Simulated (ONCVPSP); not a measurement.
## Which change was made? (Ir, ONCV)

* Element: Ir
* Generator: ONCVPSP 4.0.1
* Type: optimised norm-conserving Vanderbilt (ONCV)
* Functional: PBE
* Relativity: scalar-relativistic
* Frozen core: [Kr] 4d10 4f14
* Valence charge: 17
* Reference configuration: 5s2 5p6 5d7 6s2
* Partial waves: 5s+6s: rc 1.45 bohr, ncon 3, nbas 6, qcut 8.2 1/bohr, 2 projectors; 5p: rc 1.65 bohr, ncon 5, nbas 9, qcut 9.5 1/bohr, 1 projector; 5d: rc 2.25 bohr, ncon 4, nbas 9, qcut 5.6 1/bohr, 2 projectors, debl 3.8 Ha
* Local potential: polynomial inside 1.10 bohr (lpopt 1, dvloc0 0 Ha)
* Core correction: none

Cutoffs, loose and tight: the cutoffs (Ha) at which the residual kinetic energy of the hardest occupied pseudo-wave falls to 1 and 0.1 mHa per electron. They do not see the model core or the augmentation charge, which bear on the density cutoff. Test errors are all-electron minus pseudo excitation energies from the reference, over the configurations 5s2 5p6 5d7 6s1; 5s2 5p6 5d7 6s0; 5s2 5p6 5d6 6s0; 5s2 5p5 5d7 6s2; variants that change the core or the reference have their own tests.

The base gives: outcome: generated; cutoff, loose: 31 Ha; cutoff, tight: 37 Ha; bound ghosts: none; GHOST(+) flags above zero: s; largest test error (meV): -160.

(1) After one change the result is: outcome: generated; cutoff, loose: 26 Ha; cutoff, tight: 85 Ha; bound ghosts: none; GHOST(+) flags above zero: s; largest test error (meV): -197. Which change was it?
A. p: qcut 5.8
B. p: qcut 11.8
C. p: qcut 10.6

Answers

(1) A. The others give: p: qcut 10.6 → outcome: generated; cutoff, loose: 36 Ha; cutoff, tight: 43 Ha; bound ghosts: none; GHOST(+) flags above zero: s; largest test error (meV): -149 | p: qcut 11.8 → outcome: generated; cutoff, loose: 42 Ha; cutoff, tight: 50 Ha; bound ghosts: none; GHOST(+) flags above zero: s; largest test error (meV): -137.
